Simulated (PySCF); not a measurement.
Species: C₄H₇GaO₂.
Z-matrix (Å and degrees, PBE0-D3(BJ)/def2-SVP geometry), rows numbered from 1:
```
C 
C   1  1.5052
C   2  1.4034  1  119.67
O   3  1.2634  2  128.09  1   178.49
Ga  4  1.9589  3  125.81  2    -3.21
O   5  1.9564  4   91.27  3     6.51
C   6  1.2641  5  125.93  4    -6.56
H   1  1.1006  2  111.57  3    36.44
H   1  1.1028  2  112.39  3   -84.15
H   1  1.1000  2  111.10  3   155.75
H   3  1.1071  2  116.89  1    -2.31
H   5  1.5633  4  107.21  3  -101.91
H   5  1.5611  4  107.64  3   115.49
H   7  1.1071  2  116.90  1     2.29
```

The calculation used core-valence-separated Tamm–Dancoff BHandHLYP/aug-pcX-1 (pcseg-1 on H, def2-SVPD on Ga) in PySCF, non-relativistic, gas phase, PBE0-D3(BJ)/def2-SVP geometry. No empirical shift is added; at this level the pattern usually sits a few eV under experiment.

**Question.** List the carbon K-edge absorption lines.

**Answer.** 
```
E (eV)       f  core hole on        main final orbital                        polarisation
283.00  0.0000            C2               LUMO (99 %)                                   –
283.28  0.1496         C3/C7  LUMO (2 roots, f summed)                                   –
284.54  0.0011            C1               LUMO (99 %)                                   –
284.86  0.0587            C2            LUMO+13 (33 %)  normal to the local trigonal plane
285.63  0.0084            C1             LUMO+1 (82 %)                                   –
286.25  0.0293            C1             LUMO+5 (49 %)                                   –
286.38  0.0001            C2             LUMO+1 (80 %)                                   –
286.41  0.0301            C1                    spread                                   –
286.99  0.0064            C2             LUMO+3 (67 %)         in the local trigonal plane
287.09  0.0027            C1             LUMO+3 (65 %)                                   –
287.11  0.0000            C2             LUMO+2 (84 %)                                   –
287.42  0.0040            C2             LUMO+7 (54 %)         in the local trigonal plane
287.59  0.0014            C2             LUMO+4 (71 %)         in the local trigonal plane
287.64  0.0025            C1             LUMO+7 (33 %)                                   –
287.70  0.0017            C2             LUMO+5 (52 %)  normal to the local trigonal plane
287.86  0.0054            C1             LUMO+2 (58 %)                                   –
288.07  0.0018            C1             LUMO+4 (51 %)                                   –
288.17  0.0011            C1             LUMO+8 (54 %)                                   –
```

The first line with a tenth or more of the strongest one's intensity is at 283.28 eV (f = 0.150, sum of 2), with the hole on C3/C7 (carbon bonded to C, O and H). It is also the strongest listed.

**Question.** Give energies, oscillator strengths and core holes at the O K edge.

**Answer.** 
```json
{"E (eV)": "529.82", "f": "0.0598", "core hole on": "O4/O6", "main final orbital": "LUMO (2 roots, f summed)"}
{"E (eV)": "533.77", "f": "0.0099", "core hole on": "O4/O6", "main final orbital": "spread (2 roots, f summed)"}
{"E (eV)": "534.60", "f": "0.0014", "core hole on": "O4/O6", "main final orbital": "LUMO+1 (2 roots, f summed)"}
{"E (eV)": "534.82", "f": "0.0067", "core hole on": "O6", "main final orbital": "LUMO+6 (48 %)"}
{"E (eV)": "534.86", "f": "0.0064", "core hole on": "O4", "main final orbital": "LUMO+6 (49 %)"}
{"E (eV)": "535.27", "f": "0.0022", "core hole on": "O6", "main final orbital": "LUMO+5 (62 %)"}
{"E (eV)": "535.31", "f": "0.0022", "core hole on": "O4", "main final orbital": "LUMO+5 (56 %)"}
{"E (eV)": "535.34", "f": "0.0045", "core hole on": "O6", "main final orbital": "LUMO+3 (42 %)"}
```

The first line with a tenth or more of the strongest one's intensity is at 529.82 eV (f = 0.060, sum of 2), with the hole on O4/O6 (oxygen bonded to C and Ga). It is also the strongest listed.

Roots within 0.03 eV whose holes lie on the same, on equivalent or on shared atoms are summed into one line, and the highest roots are left out, as the search may have cut off their partners. Final orbitals are the ground state's empty Kohn–Sham orbitals. A dash: too weak, shared between unlike atoms, or no plane or axis to refer to.

**Question.** What is the summed oscillator strength of the listed C K lines, and their intensity-weighted mean energy?

**Answer.** Σf = 0.304 over 18 lines from 283.00 to 288.17 eV; the weighted mean is 284.62 eV. The strongest line holds 49 % of the sum.

Only the lowest roots of each edge were sought. The BHandHLYP/aug-pcX-1 (pcseg-1 on H, def2-SVPD on Ga) calculation is non-relativistic and has no spin–orbit coupling, an omission that weighs most on gallium.

On Arm Neoverse N1, one thread, shared host with 64 logical CPUs at a one-minute load of 52, this took 58 s of wall time and 1.1 GiB of memory at its peak.
